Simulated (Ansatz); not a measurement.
C4H10InN, SMILES `CC#[N+][InH-]([CH3])[CH3]`, relaxed with RKS PBE-D4/def2-SVP in Ansatz 0.2.0 from a rough embedded geometry. The force threshold is 0.03 eV/Å; the program also tests the step.

Total charge 0; spin multiplicity 1. In: def2 effective core potential.

Start:

```xyz
16

C     3.359   -1.317   -0.343
C     2.045   -0.598   -0.205
N     1.009   -0.051   -0.120
In   -0.747    0.989   -0.087
C    -2.148    0.137   -1.552
C    -1.637    0.660    1.968
H     3.537   -1.804    0.652
H     3.295   -2.008   -1.137
H     4.177   -0.552   -0.466
H    -0.491    2.713   -0.312
H    -1.628   -0.711   -2.049
H    -3.039   -0.199   -1.055
H    -2.416    0.940   -2.227
H    -2.604    0.125    1.896
H    -1.781    1.615    2.447
H    -0.930    0.061    2.589
```

**Question.** How much energy does the relaxation release, and in how many steps? (Estimate.)

**Answer.** The calculation gave: 0.93 eV, in 16 steps, 1 of them rejected.

**Question.** Which bonds change most? (An estimate is asked.)

**Answer.** Computed: N3–In4 from 2.041 to 2.478 Å; In4–C6 from 2.263 to 2.199 Å; C1–H8 from 1.055 to 1.108 Å; C1–C2 from 1.504 to 1.453 Å.

**Question.** Give the relaxed structure. (An estimate is asked.)

**Answer.** The calculation gave: 
```xyz
16

C     3.258   -1.365   -0.280
C     1.995   -0.652   -0.202
N     0.982   -0.074   -0.140
In   -1.115    1.239   -0.016
C    -2.137    0.186   -1.655
C    -1.569    0.704    2.069
H     3.451   -1.905    0.668
H     3.232   -2.099   -1.109
H     4.087   -0.653   -0.459
H    -0.308    2.770   -0.349
H    -1.396   -0.365   -2.267
H    -2.878   -0.540   -1.263
H    -2.660    0.904   -2.318
H    -2.123   -0.254    2.125
H    -2.186    1.494    2.542
H    -0.632    0.609    2.654
```
